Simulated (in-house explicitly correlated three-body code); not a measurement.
The numbers below are computed, except where a source is named.
# Two electrons around a charge Z: the exact Kohn-Sham energy parts

The exact non-relativistic ground state comes from a variational code in 260 exponentially correlated functions, the Kohn-Sham parts from inverting its density (past Z = 6 the correlation energy is taken as exact minus Hartree-Fock, equal to within microhartrees), and self-consistent runs (Hartree-Fock is restricted) from a B-spline radial code. Z may be fractional; the second electron is bound down to Z = 0.911.

E_c tends to a constant and T_c to −E_c as Z grows.

| Z | E (Eh) | E_x (Eh) | E_c (mEh) | T_c (mEh) | −T_c/E_c | binding (eV) |
| --- | --- | --- | --- | --- | --- | --- |
| 1.015 | -0.548486 | -0.39197 | -41.66 | 28.16 | 0.676 | 0.9082 |
| 1.36 | ? | ? | ? | ? | ? | ? |
| 1.84 | -2.389049 | -0.92405 | -41.78 | 35.84 | 0.858 | 18.95 |
| 2.44 | ? | ? | ? | ? | ? | ? |
| 3.32 | -9.102561 | -1.85129 | -43.80 | 40.46 | 0.924 | 97.73 |
| 4.7 | -19.308367 | -2.71436 | -44.62 | 42.23 | 0.947 | 224.9 |
| 6.3 | -35.908813 | -3.71467 | -45.13 | 43.34 | 0.960 | 437.1 |
| 8.3 | -63.859133 | -4.96488 | -45.50 | 44.13 | 0.970 | 800.4 |

What belongs in the row Z = 2.44?

E (Eh): -4.582945; E_x (Eh): -1.30045; E_c (mEh): -42.85; T_c (mEh): 38.34; −T_c/E_c: 0.895; binding (eV): 43.71.

What belongs in the row Z = 1.36?

E (Eh): -1.152101; E_x (Eh): -0.62061; E_c (mEh): -40.65; T_c (mEh): 32.44; −T_c/E_c: 0.798; binding (eV): 6.185.

Where is correlation strongest relative to exchange?

E_c/E_x falls from 0.106 at Z = 1.015 to 0.0092 at Z = 8.3, since exchange grows as Z while correlation stays near −0.045 hartree. The smaller −T_c/E_c at low Z marks the more static, in-out correlation of a loosely bound pair.
